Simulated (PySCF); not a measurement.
Na (SMILES [Na]), doublet; HF/6-31G run with PySCF.

Here is a job for PySCF.
```python
from pyscf import gto, scf

mol = gto.M(
    atom='''
Na    0.00000000    0.00000000    0.00000000
''',
    basis='6-31g',
    spin=1,
    verbose=4,
)

mf = scf.UHF(mol)
mf.kernel()
mf.analyze()
```

What the program printed (banner, timings and long lists left out):

```
PySCF version 2.14.0

[INPUT] verbose = 4
[INPUT] num. atoms = 1
[INPUT] num. electrons = 11
[INPUT] charge = 0
[INPUT] spin (= nelec alpha-beta = 2S) = 1
[INPUT] symmetry False subgroup None
[INPUT] Mole.unit = angstrom
[INPUT] Symbol           X                Y                Z      unit          X                Y                Z       unit  Magmom
[INPUT]  1 Na     0.000000000000   0.000000000000   0.000000000000 AA    0.000000000000   0.000000000000   0.000000000000 Bohr   0.0

nuclear repulsion = 0
number of shells = 7
number of NR pGTOs = 46
number of NR cGTOs = 13
basis = 6-31g
ecp = {}

******** <class 'pyscf.scf.uhf.UHF'> ********
method = UHF
initial guess = minao
damping factor = 0
level_shift factor = 0
DIIS = <class 'pyscf.scf.diis.CDIIS'>
diis_start_cycle = 1
diis_space = 8
diis_damp = 0
SCF conv_tol = 1e-09
SCF conv_tol_grad = None
SCF max_cycles = 50
direct_scf = True
direct_scf_tol = 1e-13
number electrons alpha = 6  beta = 5
Set gradient conv threshold to 3.16228e-05
init E= -161.783463440621

cycle= 1 E= -161.839900598979  delta_E= -0.0564  |g|= 0.0171  |ddm|= 0.537
cycle= 2 E= -161.841102738103  delta_E= -0.0012  |g|= 0.00759  |ddm|= 0.17
cycle= 3 E= -161.841422178991  delta_E= -0.000319  |g|= 0.000783  |ddm|= 0.124
cycle= 4 E= -161.841425087686  delta_E= -2.91e-06  |g|= 4.54e-05  |ddm|= 0.0122
cycle= 5 E= -161.841425092225  delta_E= -4.54e-09  |g|= 2.34e-06  |ddm|= 0.000441
cycle= 6 E= -161.841425092229  delta_E= -4.32e-12  |g|= 6.33e-08  |ddm|= 9.15e-06
Extra cycle  E= -161.841425092229  delta_E= -1.99e-13  |g|= 7.03e-09  |ddm|= 9.91e-08
converged SCF energy = -161.841425092229  <S^2> = 0.75004965  2S+1 = 2.0000497
**** SCF Summaries ****
Total Energy =                        -161.841425092229429
Nuclear Repulsion Energy =               0.000000000000000
One-electron Energy =                 -227.753131407274793
Two-electron Energy =                   65.911706315045350
Two-electron Coulomb Energy =           79.912061613699535
DFT Exchange-Correlation Energy =      -14.000355298654185
**** MO energy ****
                             alpha | beta                alpha | beta
MO #1   energy= -40.4942097962739  | -40.4918943125957  occ= 1 | 1
MO #2   energy= -2.80817569757465  | -2.80162729755668  occ= 1 | 1
MO #3   energy= -1.52637187432179  | -1.52412968036572  occ= 1 | 1
MO #4   energy= -1.52637187432178  | -1.52412968036572  occ= 1 | 1
MO #5   energy= -1.52637187432178  | -1.52412968036572  occ= 1 | 1
MO #6   energy= -0.182306880359572 | 0.0202806665576347 occ= 1 | 0
MO #7   energy= 0.028470743564385  | 0.0539172270947628 occ= 0 | 0
MO #8   energy= 0.0284707435643852 | 0.053917227094763  occ= 0 | 0
MO #9   energy= 0.028470743564386  | 0.0539172270947642 occ= 0 | 0
MO #10  energy= 0.133536905621023  | 0.170529735992831  occ= 0 | 0
MO #11  energy= 0.196557427497651  | 0.229016388775542  occ= 0 | 0
MO #12  energy= 0.196557427497654  | 0.229016388775544  occ= 0 | 0
MO #13  energy= 0.19655742749766   | 0.229016388775545  occ= 0 | 0

To work with the spin densities directly, `use mulliken_meta_spin()` only printing them here.

 ** Mulliken spin pop alpha/beta on meta-lowdin orthogonal AOs **
 ** Mulliken Spin Density (per AO)  **
spin_pop of  0 Na 1s        0.00000
spin_pop of  0 Na 2s        0.00008
spin_pop of  0 Na 3s        0.99984
spin_pop of  0 Na 4s        0.00008
spin_pop of  0 Na 2px      -0.00001
spin_pop of  0 Na 2py      -0.00001
spin_pop of  0 Na 2pz      -0.00001
spin_pop of  0 Na 3px       0.00001
spin_pop of  0 Na 3py       0.00001
spin_pop of  0 Na 3pz       0.00001
spin_pop of  0 Na 4px       0.00000
spin_pop of  0 Na 4py       0.00000
spin_pop of  0 Na 4pz       0.00000
 ** Mulliken Spin Density (per atom)  **
spin density of  0 Na =      1.00000
 ** Mulliken pop alpha/beta on meta-lowdin orthogonal AOs **
 ** Mulliken pop       alpha | beta **
pop of  0 Na 1s        1.00000 | 1.00000
pop of  0 Na 2s        1.00000 | 0.99992
pop of  0 Na 3s        0.99992 | 0.00008
pop of  0 Na 4s        0.00008 | 0.00000
pop of  0 Na 2px       0.99999 | 1.00000
pop of  0 Na 2py       0.99999 | 1.00000
pop of  0 Na 2pz       0.99999 | 1.00000
pop of  0 Na 3px       0.00001 | 0.00000
pop of  0 Na 3py       0.00001 | 0.00000
pop of  0 Na 3pz       0.00001 | 0.00000
pop of  0 Na 4px       0.00000 | 0.00000
pop of  0 Na 4py       0.00000 | 0.00000
pop of  0 Na 4pz       0.00000 | 0.00000
In total             6.00000 | 5.00000
 ** Mulliken atomic charges   ( Nelec_alpha | Nelec_beta ) **
charge of  0Na =      0.00000  (     6.00000      5.00000 )
Dipole moment(X, Y, Z, Debye):  0.00000, -0.00000, -0.00000
```
